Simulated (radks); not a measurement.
Numerical settings for the europium ion Eu+, [Xe] 4f7 6s1. Calculated with a radial shooting solver on a logarithmic mesh with Libxc functionals: Dirac Kohn-Sham, PBE, spin-unpolarised, spherical densities, point nucleus; open shells fill j = l - 1/2 first. The defaults (mesh step 0.008 in ln r, mesh end at 40 bohr or more with all orbitals vanishing there, Anderson mixing 0.5 over 9 steps, residual threshold near 1e-9 with the energy settled to 1e-9 hartree or 1e-11 of itself, here a cap of 81 iterations) give E = -10852.0056 hartree and 4f7/2 at -8.441 eV in 17 iterations. Run on one thread of a shared host, so times are rough (Arm Neoverse V2): 0.19 s of CPU time, 0.19 s wall, 17 iterations on 2648 mesh points. Changes against that run (0 stands for a change within the tolerance of the run):

| setting | iterations | converged | E (mhartree) | e(4f7/2) (meV) | CPU (s) |
|---|---|---|---|---|---|
| mesh step in ln r 0.012 | 17 | yes | 0 | 0 | 0.13 |
| mesh step in ln r 0.08 | 2 | no | diverged | - | 0.04 |
| mesh step in ln r 0.12 | 4 | no | diverged | - | 0.01 |
| mesh end (bohr) 3 | 14 | level above zero | +2.13e+03 | +1.39e+04 | 0.13 |
| mesh end (bohr) 5 | 16 | yes | +134 | +1.92e+03 | 0.16 |
| residual threshold 0.01 | 11 | yes | 0 | +0.944 | 0.14 |
| residual threshold 1e-16 | 81 | no | 0 | 0 | 0.43 |
| mixing 2.5 | 17 | yes | 0 | 0 | 0.19 |
| linear mixing, mixing 1 | 81 | no | +1.27e+05 | -7.56e+05 | 2.8 |
| linear mixing, mixing 0.05 | 81 | no | +0.023 | -75.1 | 0.74 |
| mixing history 2 | 28 | yes | 0 | 0 | 0.25 |
| iteration cap 5 | 5 | no | +3.35 | +840 | 0.07 |

Settled on a wrong energy, with an occupied level pushed above zero by the early mesh end: mesh end (bohr) 3 (+2.13 hartree). Apart from these: settings that end as converged yet miss the energy by more than 1 mhartree: mesh end (bohr) 5 (+0.134 hartree). A mesh that ends early acts as a hard wall.
